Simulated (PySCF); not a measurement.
A structure optimised at B3LYP-D3(BJ)/def2-TZVP, used in a PySCF frequency run:

```
Be
Cl 1 1.8041
Cl 1 1.8041 2 180.00
```
Charge 0, spin multiplicity 1.

Problem. Write its SMILES, formula and point group.

Solution. [Cl][Be][Cl], BeCl₂, D∞h

Problem. What are its rotational constants (standard atomic weights)?

Solution. 2.1900 GHz (linear rotor, B only)
